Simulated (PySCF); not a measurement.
SNI₃: from structure and modes to constants

Computed with B3LYP in PySCF with S def2-SVP, N def2-SVP, I def2-SVP with ECP28; scalar-relativistic core potentials, no spin–orbit coupling; density-fitted integrals.

The singlet minimum has C3v symmetry. Masses (u): S 31.97207, N 14.00307, I 126.90447.

```xyz
5
charge 0 multiplicity 1, angstrom
S     0.0000   -0.8884   -0.6284
N     0.0000   -2.0820   -1.4726
I     2.0417   -0.5295    1.0693
I    -2.0417   -0.5295    1.0693
I     0.0000    1.5126   -1.8178
```

Harmonic wavenumbers (cm⁻¹): 58.0 (e, ×2), 78.1 (a1, ×1), 148.5 (e, ×2), 194.1 (a1, ×1), 309.6 (e, ×2), 1376.0 (a1, ×1).

Task: Find the principal moments of inertia and the rotational constants. What kind of rotor is it?

Result: About the centre of mass I = 1200, 1200, 2116 u Å². With B = 16.8576/I this gives 0.01405, 0.01405, 0.007967 cm⁻¹. The molecule is an oblate symmetric top.

Task: What is the harmonic zero-point energy?

Result: Half the sum of all 9 wavenumbers, 2680/2 = 1340 cm⁻¹, which is 16.0 kJ/mol (1 cm⁻¹ = 0.0119627 kJ/mol).

Task: Give the standard entropy (298.15 K, 1 bar) by its translational, rotational, vibrational and spin parts, and Cp.

Result: Sackur–Tetrode with M = 426.69 u gives 184.4; rotation with symmetry number 3 gives 130.2; vibration 97.5; spin R ln 1 = 0.0. The total is 412.1 J/(mol K), and Cp = 4 R + 62.7 = 96.0 J/(mol K).

Other isomers or separated fragments may lie lower. The small gap makes a closed-shell description doubtful.
